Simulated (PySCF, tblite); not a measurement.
Isomers of C6H13OPSi. Method: GFN2-xTB as coded in tblite; computed harmonic values from a numerical Hessian at the method's own geometry, unscaled. Against measured fundamentals such values can be off by several per cent, at times by over 20. Modes of hydrogen on phosphorus and silicon can be 10 to 20 % off. One conformer each.

Electronic energies: PBE0/pcSseg-1 single points on the GFN2-xTB geometries (PySCF, gas phase).

```
               SMILES  electronic energy, lowest = 0 (kcal/mol)
  O=C1CCP(C[SiH3])CC1                                       0.0
C=CC(=C)[Si@@H](P)COC                                      43.2
COC1=C(C)CP([SiH3])C1                                      18.8
```

How do GFN2-xTB zero-point energies change the relative energies?

```csv
SMILES,ZPE (kcal/mol),of it from modes above 1550 cm⁻¹,electronic (kcal/mol),"with ZPE, lowest = 0 (kcal/mol)",lowest mode (cm⁻¹),rings
O=C1CCP(C[SiH3])CC1,107.3,54.4,0.0,0.0,43,1
COC1=C(C)CP([SiH3])C1,106.6,54.5,18.8,18.1,47,1
C=CC(=C)[Si@@H](P)COC,105.6,57.3,43.2,41.5,31,0
```

The zero-point energies span 1.7 kcal/mol, from `C=CC(=C)[Si@@H](P)COC` to `O=C1CCP(C[SiH3])CC1`. The order is unchanged.

And how do the electronic energies of GFN2-xTB itself compare?

`O=C1CCP(C[SiH3])CC1` 0.0; `COC1=C(C)CP([SiH3])C1` 0.6; `C=CC(=C)[Si@@H](P)COC` 48.9 kcal/mol, lowest = 0. Against the energies above, taken from the same isomer `O=C1CCP(C[SiH3])CC1`, the largest difference is 18.2 kcal/mol.

What do entropy and thermal enthalpy add at 298.15 K and 1 bar (rigid rotor, harmonic oscillator, one conformer each)?

```csv
SMILES,point group,symmetry number,S (cal/(mol K)),H − H(0) (kcal/mol),ZPE + H − H(0) − TS (kcal/mol)
O=C1CCP(C[SiH3])CC1,C1,1,105.5,7.74,83.6
COC1=C(C)CP([SiH3])C1,C1,1,110.0,8.42,82.2
C=CC(=C)[Si@@H](P)COC,C1,1,115.6,8.93,80.0
```
